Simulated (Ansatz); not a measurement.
`C=C[SiH](F)Br` + `S[SiH2]Cl` → `C=C[SiH](F)S[SiH2]Cl` + HBr  (ligand exchange at the Si–Br bond)

Computed with Ansatz on PBE0-D4/def2-TZVP structures; ΔE is electronic, products minus reactants. CCSD(T)/CBS adds triple-zeta CCSD(T) − MP2 to the extrapolated MP2 energy (def2 sets, frozen cores). DFT in def2-TZVPP. For Br outer-core shells are correlated without core-valence functions, which leaves a few kJ/mol of doubt a bond. Scalar relativity is left out up to krypton. One conformer a species, not always the lowest.

| level | ΔE (eV) |
| --- | --- |
| PBE-D4 | 0.22 |
| HF/def2-TZVPP | 0.48 |
| SCS-MP2/def2-TZVPP | 0.29 |
| HF/CBS(def2) | 0.49 |

(1) What does CCSD(T)/CBS give? (Estimate.)

Largest T1 diagnostic among the species: 0.011.

Results:

(1) Computed: +0.28 eV. The listed levels differ from it by -0.06, 0.20, 0.01, 0.21 eV.

In def2-TZVPP, CCSD(T) changes the Hartree–Fock value by −0.22 eV (the triples alone add −0.04 eV) and MP2 by −0.23 eV. The D4 term adds −0.16 eV with B3LYP and −0.10 eV with PBE0; it sums over pairs of atoms, weighted by their polarisabilities, and B3LYP, whose exchange is more repulsive, gets the larger term.

B3LYP here is the variant with VWN-RPA as its local correlation; programs differ in this.
